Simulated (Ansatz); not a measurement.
Species: C3H2F5, net charge 0, doublet state. It need not be the lowest isomer of its formula. 
Coordinates optimised at B3LYP-D3(BJ)/def2-TZVP (Ansatz, a program for electronic structure):
```
C
H 1 1.0801
C 1 1.4821 2 119.47
F 3 1.3691 1 109.58 2 57.04
F 3 1.3715 4 106.70 1 118.68
H 3 1.0902 4 108.30 5 116.27
C 1 1.4828 2 118.92 3 -174.24
F 7 1.3418 1 111.44 2 -19.61
F 7 1.3516 8 107.91 1 122.89
F 7 1.3546 8 107.40 9 114.40
```
Charge 0, spin multiplicity 2.

Parts of the frozen-core correlation energy in STO-3G (Ansatz, hartree). Frozen orbitals: 8; correlated occupied orbitals by spin: 25 and 24; virtual: 9 and 10. Open shells are spin-unrestricted. Spin-orbit coupling is left out. Non-relativistic.

```
term                            value
-------------------------  ----------
reference (HF)             -603.52722
MP2 opposite-spin                 [?]
MP2 same-spin                -0.03060
CCSD correlation                  [?]
(T)                               [?]
T1 diagnostic                   0.009
largest doubles amplitude       0.039
<S^2> of the reference          0.766
```

Complete the blanks.


- MP2 opposite-spin, value: -0.17333
- CCSD correlation, value: -0.26359
- (T), value: -0.00709
